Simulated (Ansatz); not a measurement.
C2H5Al (SMILES C=[CH][AlH2]), singlet, geometry from GFN2-xTB (such geometries of metal compounds can be far from the true shape); HF/3-21G run with Ansatz (a program for electronic structure).

Input for Ansatz:
Ansatz 0.2 input:
```yaml
crystal:
  periodic: [false, false, false]
  atoms:
    - {symbol: Al, position_ang: [-0.11196520, 0.15792507, 1.14166997]}
    - {symbol: H, position_ang: [-0.92818065, 1.47755177, 1.15021342]}
    - {symbol: H, position_ang: [0.23628884, -0.43340351, 2.53472599]}
    - {symbol: C, position_ang: [0.37424527, -0.59251189, -0.62383594]}
    - {symbol: C, position_ang: [-0.07763468, 0.15859855, -1.63277981]}
    - {symbol: H, position_ang: [0.93445983, -1.49322215, -0.87777626]}
    - {symbol: H, position_ang: [0.07409632, -0.06552042, -2.68094224]}
    - {symbol: H, position_ang: [-0.64078027, 1.06504852, -1.42823607]}
basis:
  gaussian:
    orbitals: 3-21G.json
hamiltonian:
  xc: hf
```
The basis file holds 3-21G in the JSON format of the Basis Set Exchange.

Q: Predict the main parts of the log of this Ansatz run.

A: 
```
Functional definition: HF
507 factors; integrals over basis functions are off by at most 1.1e-3 eV
mean field evaluation 1: about -8672.5815 eV, gradient 1.9e1 eV
mean field evaluation 2: about -8672.5768 eV, gradient 1.9e1 eV
mean field evaluation 4: about -8673.6952 eV, gradient 2.1e0 eV
mean field evaluation 8: about -8673.7090 eV, gradient 4.1e-5 eV
mean field -8673.70898234 eV, -318.7529258501 hartree, gradient 7.3e-5 eV, S^2 0.000000; 0 other end points of the search recorded, 0 dependent functions left out
reference -8673.70898234 eV, -318.7529258501 hartree; 15, 15 occupied and 26, 26 virtual orbitals, 507 factors
Total energy: -8673.70898234 eV, -318.7529258501 hartree
```
